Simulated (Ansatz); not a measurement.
`BBC[SiH3]` + `C=N` → BH₃ + `C=NBC[SiH3]` at 600 K and 1 bar (formal exchange of groups at a B–B bond).

Computed with Ansatz on PBE0-D4/def2-TZVP structures; ΔE is electronic, products minus reactants. CBS: MP2 limit from def2 TZ/QZ plus the TZ coupled-cluster correction, frozen cores. This one scheme is used for every species. One conformer a species, not always the lowest.

```csv
species,CCSD(T)/CBS energy (Eh),H − E (kJ/mol),S (J/(mol·K))
`BBC[SiH3]`,-381.48606,286.0,441.9
`C=N`,-94.52360,129.6,259.4
BH₃,-26.55200,91.5,217.3
`C=NBC[SiH3]`,-449.49862,320.7,462.4
```

H − E and S are ideal-gas, rigid-rotor, harmonic terms from PBE0-D4/def2-TZVP, for one conformer and one mirror image of each species. 1 Eh = 2625.50 kJ/mol, R = 8.31446 J/(mol·K).

By hand: ΔE, ΔH, ΔS and ΔG.

ΔE = (-26.55200) + (-449.49862) − (-381.48606) − (-94.52360) = -0.04096 Eh = -107.5 kJ/mol. Δ(H − E) = 91.5 + 320.7 − 286.0 − 129.6 = -3.4, so ΔH = -110.9 kJ/mol. ΔS = 217.3 + 462.4 − 441.9 − 259.4 = -21.6 J/(mol·K). ΔG = -110.9 − 600 × (-21.6)/1000 = -97.9 kJ/mol.

By hand: the equilibrium constant, and the temperature at which ΔG would vanish if ΔH and ΔS stayed fixed.

log₁₀ K = −ΔG/(RT ln 10) = 8.5. ΔG = 0 at ΔH/ΔS = 5134 K, far beyond where these terms or the molecules hold.

ΔH outweighs TΔS. A doubt of 5 kJ/mol in ΔE shifts log₁₀ K by 0.4 here. Other conformers and mirror images would add mixing entropy, several J/(mol·K) or more a flexible species. Modes under 60 cm⁻¹, often nearly free rotors, make the harmonic entropy too high. These are equilibria of isolated gas molecules and say nothing of rates. Largest T1 diagnostic: 0.014 (customary marks: 0.02 for closed shells, 0.045 for open ones).
